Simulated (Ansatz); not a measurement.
```yaml
crystal:
  periodic: [false, false, false]
  atoms:
    - {symbol: F, position_ang: [-1.179807, -0.433994, 0.449694]}
    - {symbol: C, position_ang: [0.089759, 0.086313, -0.106039]}
    - {symbol: Se, position_ang: [1.721958, -0.441009, 0.287297]}
    - {symbol: H, position_ang: [-0.240993, 0.844686, -0.599093]}
basis:
  gaussian: {orbitals: STO-3G, fitting: {mean_field: cc-pVTZ-jkfit}}
magnetization: {spin_polarized: true, initial_magnetization: 0}
hamiltonian: {xc: {name: PBE0-DH}}
relax: {f_tol: 0.001, max_steps: 1}
```

```sh
$ ansatz run in.yaml --threads 2 --pin off --events-out ev --progress --plain --max-ram 4352MiB
```

Shortened log:

```
Functional definition: PBE0-DH
395 factors; integrals over basis functions are off by at most 1.8e-2 eV
mean field evaluation 1: about -68324.8931 eV, gradient 2.3e1 eV
mean field evaluation 2: about -68324.8911 eV, gradient 2.3e1 eV
mean field evaluation 4: about -68328.5888 eV, gradient 3.1e0 eV
mean field evaluation 8: about -68328.6774 eV, gradient 3.0e-2 eV
mean field evaluation 16: about -68328.6651 eV, gradient 4.5e-1 eV
mean field evaluation 32: about -68328.6776 eV, gradient 4.4e-2 eV
mean field -68328.67840302 eV, -2511.0326164691 hartree, gradient 2.6e-6 eV, S^2 0.039856; 4 other end points of the search recorded, 0 dependent functions left out
11 core orbitals not correlated: weight in the atoms' cores, before any rotation towards them, 1.000 or more for the frozen orbitals, at most 0.000 for the correlated occupied ones
reference -68328.67841006 eV, -2511.0326167280 hartree; 14, 14 occupied and 4, 4 virtual orbitals, 395 factors
second order -4.96881781 eV of doubles, -0.00000000 eV of singles
relax step   1: F+E_penalty+E_count = -68329.29950524 eV  Δ(F+E_penalty+E_count) = +0.000e0 eV  max|allowed force component| = 8.940e0 eV/Å  Δτ_max = 0.0000 Å  (135 SCF iters, accepted)
Error: geometry relaxation did not converge after 1 steps: max|allowed force component| = 8.94e0 eV/Å (threshold 1.0e-3). Raise `relax.max_steps` over both its present limit and 1, loosen `relax.f_tol`, or start from a geometry closer to equilibrium. Where this run's directory can be resumed (`checkpoint.write`), a resume goes on for up to `relax.max_steps` more
```

(1) Something in this input is off. What?

Results:

(1) The relaxation is allowed too few steps for its threshold. No converged result was reached.
